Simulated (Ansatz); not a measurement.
Relaxation of a periodic cell of 17 atoms, TiSi₁₆ (host Si, host structure diamond, interstitial Ti), to a largest force component of 0.03 eV/Å in at most 60 steps.

Theory: DFT LDA, scalar-relativistic, plane waves, PAW in Ansatz 0.2.0. Settings: PAW set soft_1, cutoff 420 eV, k mesh 2x2x2, fermi-dirac smearing 0.05 eV, no spin polarisation.

```xyz
17
Lattice="0.0000 5.4300 5.4300 5.4300 0.0000 5.4300 5.4300 5.4300 0.0000" Properties=species:S:1:pos:R:3
Si 0.000 0.000 0.000
Si 1.357 1.357 1.357
Si 2.715 2.715 0.000
Si 4.072 4.072 1.357
Si 2.715 0.000 2.715
Si 4.072 1.357 4.072
Si 5.430 2.715 2.715
Si 6.787 4.072 4.072
Si 0.000 2.715 2.715
Si 1.357 4.072 4.072
Si 2.715 5.430 2.715
Si 4.072 6.787 4.072
Si 2.715 2.715 5.430
Si 4.072 4.072 6.787
Si 5.430 5.430 5.430
Si 6.787 6.787 6.787
Ti 6.760 6.832 9.555
```

Problem. Where does it end, and by what steps?

Solution. The run converged. The force dipped under the threshold on the way, but the program's further checks kept it going. Limits of this set-up: coarse k mesh, PAW files made for another functional, a small cell, in which the defect meets its images. After 4 steps the energy has fallen by 0.326 eV; Ti17 moved furthest, 0.07 Å.

```json
{"step": "0", "energy less start (eV)": "0.0000", "largest force component (eV/Å)": "1.085", "accepted": "yes"}
{"step": "1", "energy less start (eV)": "-0.3004", "largest force component (eV/Å)": "0.330", "accepted": "yes"}
{"step": "2", "energy less start (eV)": "-0.3261", "largest force component (eV/Å)": "0.030", "accepted": "yes"}
{"step": "3", "energy less start (eV)": "-0.3261", "largest force component (eV/Å)": "0.030", "accepted": "yes"}
{"step": "4", "energy less start (eV)": "-0.3263", "largest force component (eV/Å)": "0.002", "accepted": "yes"}
```

```xyz
17
Lattice="0.0000 5.4300 5.4300 5.4300 0.0000 5.4300 5.4300 5.4300 0.0000" Properties=species:S:1:pos:R:3
Si -0.040 -0.036 0.042
Si 1.355 1.360 1.395
Si 2.752 2.756 0.041
Si 4.071 4.074 1.360
Si 2.729 -0.013 2.703
Si 4.037 1.361 4.076
Si 5.389 2.756 2.679
Si 6.785 4.109 4.076
Si -0.018 2.734 2.702
Si 1.356 4.041 4.075
Si 2.753 5.393 2.679
Si 4.105 6.790 4.075
Si 2.730 2.734 5.450
Si 4.071 4.076 6.792
Si 5.412 5.417 5.449
Si 6.786 6.790 6.756
Ti 6.786 6.790 9.505
```

Run time: 28 s on 1 thread of Arm Neoverse V2, with other jobs on the host, peak memory 0.5 GiB.
